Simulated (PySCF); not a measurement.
Structure problem from calculated spectra and properties.

Formula: C5H10NOP.

* Triplet: lowest triplet excitation (Tamm–Dancoff): 6.19 eV [TDA PBE0/def2-SVPD]
* 13C NMR: chemical shifts (computed TMS as zero) by class: 120.5 (1 C), 26.4 (1 C), 18.8 (1 C), 18.6 (1 C), 6.4 (1 C) ppm [GIAO PBE0/pcSseg-1]
* NMR, other nuclei: isotropic shieldings of nuclei other than C and H, by class: -37 (1 N), 229 (1 O), 301 (1 P) ppm [GIAO PBE0/pcSseg-1]
* 1H NMR: chemical shifts (computed TMS as zero) by class: 2.80 (1 H), 2.51 (1 H), 2.06 (1 H), 1.60 (1 H), 1.57 (3 H), 1.33 (3 H) ppm [GIAO PBE0/pcSseg-1]
* Polarisability: 87.9 au [PBE0/def2-SVPD]
* Rotational structure: rotational constants A, B, C: 2.074, 1.440, 1.133 GHz [GFN2-xTB]

Electronic properties: PySCF, gas phase, density fitting. Levels stand in brackets. One conformer (not necessarily the lowest) at the GFN2-xTB geometry, without solvent, vibrations or thermal averaging. Each NMR value is the plain mean over a class of atoms that symmetry, rotation or inversion makes alike.

Task: What is the compound? Reason from the data.

Result: Numbering: `[CH3:1][CH2:2][P@@:3]([CH3:4])(=[O:5])[CH2:6][C:7]#[N:8]`. 5 carbons fall into 5 classes; from least to most shielded: nitrile carbon [C7] (120.5 ppm), sp3 carbon bound to phosphorus [C2] (26.4 ppm), sp3 carbon bound to phosphorus [C6] (18.8 ppm), sp3 carbon bound to phosphorus [C4] (18.6 ppm), methyl carbon [C1] (6.4 ppm). Hydrogen classes from least to most shielded: 1 H on an sp3 carbon bound to phosphorus, C6 (2.80 ppm), 1 H on an sp3 carbon bound to phosphorus, C6 (2.51 ppm), 1 H on an sp3 carbon bound to phosphorus, C2 (2.06 ppm), 1 H on an sp3 carbon bound to phosphorus, C2 (1.60 ppm), 3 H on an sp3 carbon bound to phosphorus, C4 (1.57 ppm), 3 H on a methyl carbon, C1 (1.33 ppm, a mean of values up to 0.9 ppm apart in this geometry). The other shieldings belong to: -37 ppm, nitrile nitrogen [N8]; 229 ppm, phosphoryl oxygen [O5]; 301 ppm, phosphoryl phosphorus [P3]. The optimised geometry has point group C1 and is an asymmetric top. Structure: `C([P@@](CC)(=O)C)C#N`. Computed isomers that give other values at the same levels: `NP1CCC(=O)CC1` (13C chemical shifts (computed TMS as zero) by class: 214.7 (1 C), 42.3 (2 C), 41.6 (2 C) ppm); `C=C[C@@H]1C[P@@]1(=N)CO` (13C chemical shifts (computed TMS as zero) by class: 143.7 (1 C), 120.5 (1 C), 64.5 (1 C), 32.2 (1 C), 21.5 (1 C) ppm); `COC1=CP1N(C)C` (13C chemical shifts (computed TMS as zero) by class: 172.6 (1 C), 95.9 (1 C), 64.2 (1 C), 37.8 (2 C) ppm). The assignments are read from this structure; whether some other isomer fits the data as well wasn't checked. The mirror image fits equally.

Shape of the structure used: `[CH3:1][CH2:2][P@@:3]([CH3:4])(=[O:5])[CH2:6][C:7]#[N:8]`: C1–C2–P3–C4 180°, C2–P3–C6–C7 53°.
